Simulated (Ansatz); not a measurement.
Molecule: sum formula CuOH, net charge 0, singlet state. 
Geometry from a B3LYP-D3(BJ)/def2-TZVP (Ansatz, an electronic-structure program) optimisation:
```
O
H 1 0.9649
Cu 1 1.7954 2 108.72
```
Charge 0, spin multiplicity 1.

Basis-set convergence of Hartree-Fock and CCSD(T) correlation energies (hartree) with Ansatz. Valence correlation only, unless marked. Spin-orbit coupling is left out. The frozen core is the preceding noble-gas configuration, with the filled d and f shells of earlier blocks. No relativistic terms.

The T1 diagnostic of CCSD in the largest basis is 0.039, which is high, so the coupled-cluster rows are less sure than usual.

```tsv
basis	functions	E(HF)	E(corr, CCSD(T))	rough core time
def2-SVP	50	-1714.05411	-0.48950	under 20 s
def2-TZVPP	109	-1714.39043	-0.72228	under 20 s
def2-QZVPP	187	-1714.43643	-0.77209	40 s
```

Extrapolating the two largest sets (X = 3 and 4) as X^-3: E(corr) = (64·(-0.77209) - 27·(-0.72228))/37 = -0.8084 Eh, an estimate of the basis-set limit. The largest set recovers 95.5 % of it, the smallest 60.5 %.
